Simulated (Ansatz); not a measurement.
```yaml
crystal:
  periodic: [false, false, false]
  atoms:
    - {symbol: F, position_ang: [-4.625099, -2.244049, 1.276595]}
    - {symbol: Si, position_ang: [-1.552150, -0.687396, 1.933986]}
    - {symbol: C, position_ang: [1.411494, -1.860221, -0.744191]}
    - {symbol: O, position_ang: [1.956321, 0.815056, -2.379450]}
    - {symbol: C, position_ang: [0.348201, 3.076704, -1.340349]}
    - {symbol: N, position_ang: [-1.465644, 2.930258, 0.770787]}
    - {symbol: H, position_ang: [-0.962835, -1.137917, 5.095866]}
    - {symbol: H, position_ang: [3.481118, -2.517481, 0.283767]}
    - {symbol: H, position_ang: [0.765057, -3.561715, -2.310429]}
    - {symbol: H, position_ang: [0.826136, 5.074123, -2.580201]}
basis:
  gaussian: {orbitals: def2-mTZVP}
hamiltonian: {xc: {name: B97M-V}, pseudopotentials: {relativity: none}}
accuracy: high
output: {forces: true}
```

```sh
$ ansatz run in.yaml --threads 4 --pin off --events-out ev --progress --plain --max-ram 10444MiB
```

Shortened log:

```
Functional definition: B97M-V
  name "B97M-V"
  cite "Mardirossian & Head-Gordon, J. Chem. Phys. 142, 074111 (2015) doi:10.1063/1.4907719"
  cite "Becke, J. Chem. Phys. 107, 8554 (1997) doi:10.1063/1.475007"
  cite "Vydrov & Van Voorhis, J. Chem. Phys. 133, 244103 (2010) doi:10.1063/1.3521275"
  # Of w^i u^j: cxij and so on, Table III.
  parameter cx00 = 1.000
  parameter cx01 = 1.308
  parameter cx02 = 1.901
  parameter cx10 = 0.416
  parameter cx11 = 3.070
  parameter css00 = 1.000
  parameter css02 = -1.855
  parameter css10 = -5.668
  parameter css32 = -20.497
  parameter css42 = -20.364
  parameter cos00 = 1.000
  parameter cos01 = 1.573
  parameter cos03 = -6.298
  parameter cos10 = 2.535
  parameter cos32 = -6.427
  parameter b = 6.0
  parameter c = 0.01
  gx(w, u) = cx00 + cx01*u + cx02*u^2 + (cx10 + cx11*u)*w
  gss(w, u) = css00 + css02*u^2 + css10*w + (css32*w^3 + css42*w^4)*u^2
  gos(w, u) = cos00 + cos01*u + cos03*u^3 + cos10*w + cos32*w^3*u^2
  exchange = spin_sum(e_x_unif_s*gx(b97_w, b97_u_x))
  correlation = spin_sum(e_c_pw_mod_same_spin*gss(b97_w, b97_u_same))
      + integral(e_c_pw_mod_opposite_spin*gos(b97_w_opposite, b97_u_opposite)) + vv10(b, c)
2487 factors; integrals over basis functions are off by at most 3.4e-7 eV
mean field evaluation 1: about -16119.1076 eV, gradient 1.6e2 eV
mean field evaluation 2: about -15061.2865 eV, gradient 3.1e2 eV
mean field evaluation 4: about -15476.1791 eV, gradient 2.7e2 eV
mean field evaluation 8: about -16220.3543 eV, gradient 1.5e1 eV
mean field evaluation 16: about -16224.0885 eV, gradient 2.5e0 eV
mean field evaluation 32: about -16224.2329 eV, gradient 1.2e-1 eV
mean field evaluation 96: about -16224.2326 eV, gradient 8.4e-2 eV
mean field evaluation 128: about -16224.2203 eV, gradient 1.3e0 eV
mean field evaluation 192: about -16224.2209 eV, gradient 1.3e-1 eV
mean field evaluation 224: about -16224.1848 eV, gradient 6.1e-2 eV
mean field evaluation 256: about -16224.1846 eV, gradient 3.0e-1 eV
mean field -16224.23378096 eV, -596.2295942697 hartree, gradient 5.3e-8 eV, S^2 0.000000; 10 other end points of the search recorded, 0 dependent functions left out
the calculation of the forces begins
reference -16224.23379093 eV, -596.2295946360 hartree; 27, 27 occupied and 107, 107 virtual orbitals, 2487 factors
Total energy: -16224.23379093 eV, -596.2295946360 hartree
Atom 0 at    -4.625099    -2.244049     1.276595 Å, force     0.972817     0.498533     0.223895 eV/Å
Atom 1 at    -1.552150    -0.687396     1.933986 Å, force    -0.574120    -0.158984     0.728895 eV/Å
Atom 2 at     1.411494    -1.860221    -0.744191 Å, force     1.079258    -1.469912    -0.571831 eV/Å
Atom 3 at     1.956321     0.815056    -2.379450 Å, force    -0.667865     0.322648     0.694574 eV/Å
Atom 4 at     0.348201     3.076704    -1.340349 Å, force    -0.025423     0.585407    -0.363878 eV/Å
Atom 5 at    -1.465644     2.930258     0.770787 Å, force     0.978390    -0.333598    -1.027194 eV/Å
Atom 6 at    -0.962835    -1.137917     5.095866 Å, force    -0.237542     0.185001    -1.228760 eV/Å
Atom 7 at     3.481118    -2.517481     0.283767 Å, force    -1.803799     0.530106    -1.011099 eV/Å
Atom 8 at     0.765057    -3.561715    -2.310429 Å, force     0.699148     1.505496     1.376071 eV/Å
Atom 9 at     0.826136     5.074123    -2.580201 Å, force    -0.420863    -1.664696     1.179327 eV/Å
Dipole moment:     0.882402     0.741222     0.320062 e Å
```

(1) What is wrong with this run?

Results:

(1) The geometry is stretched to more than twice its size. The run converged. The result belongs to that input, not to the molecule as meant.
